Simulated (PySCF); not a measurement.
InCl3, SMILES [Cl][In]([Cl])[Cl]. Coordinates come from a PBE0-D3(BJ)/def2-SVP optimisation. The isomer is the one that the SMILES or the coordinates give; other isomers of the formula were not compared. The def2 effective core potentials stand for the cores of In; spin–orbit coupling is left out.

Q: Give the equilibrium geometry at PBE0-D3(BJ)/def2-SVP (PySCF confirms it by a frequency run) as Cartesian coordinates in Å, and its point group. (The exact figures need the calculation; the answer reports its results.)

A: point group D3h.
```xyz
4

In     0.0000     0.0000     0.0000
Cl     2.3197     0.0000     0.0000
Cl    -1.1599    -2.0089     0.0000
Cl    -1.1599     2.0089     0.0000
```
Charge 0, spin multiplicity 1.
